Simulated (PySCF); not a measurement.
## Exercise with solution: dipole moment from atomic charges

Ti(F)2(OH)2 (F2H2O2Ti), SMILES [OH][Ti]([OH])([F])[F], multiplicity 1. Atoms are numbered in the order given.

```xyz
7

Ti     0.0163    -0.0075    -0.0022
F      0.9505     1.2168    -0.8404
F      1.0425    -0.7432     1.2181
O     -0.5159    -1.2473    -1.1564
H     -1.3775    -1.6106    -1.3956
O     -1.3850     0.7390     0.7726
H     -1.7113     1.5784     1.1164
```

Geometry: B3LYP-D3(BJ)/def2-SVP. The spin state was assumed, not searched. The structure was generated by enumeration; whether it is a known compound was not checked. Other conformers were not sampled.

Charges (e) from PySCF with M06-2X/def2-TZVP:

| atom | ESP fit | Mulliken |
|---|---|---|
| Ti1 | 1.403 | 1.735 |
| F2 | -0.394 | -0.480 |
| F3 | -0.381 | -0.485 |
| O4 | -0.745 | -0.739 |
| H5 | 0.455 | 0.358 |
| O6 | -0.828 | -0.752 |
| H7 | 0.490 | 0.364 |

The dipole moment of the full density is 3.32 D.

**Question.** What dipole moment does each set of point charges give, and which comes closer to that of the density?

**Answer.** 
μ = Σ q r, and 1 e Å = 4.8032 D.
ESP fit: Σ q r = (-0.683, 0.151, -0.002) e Å, |μ| = 3.36 D.
Mulliken: Σ q r = (-0.627, 0.127, -0.011) e Å, |μ| = 3.07 D.
ESP fit comes closer in size. Point charges leave out the atoms' own dipoles (lone pairs, polarised bonds); fits to the potential absorb them, partitions of the density don't.
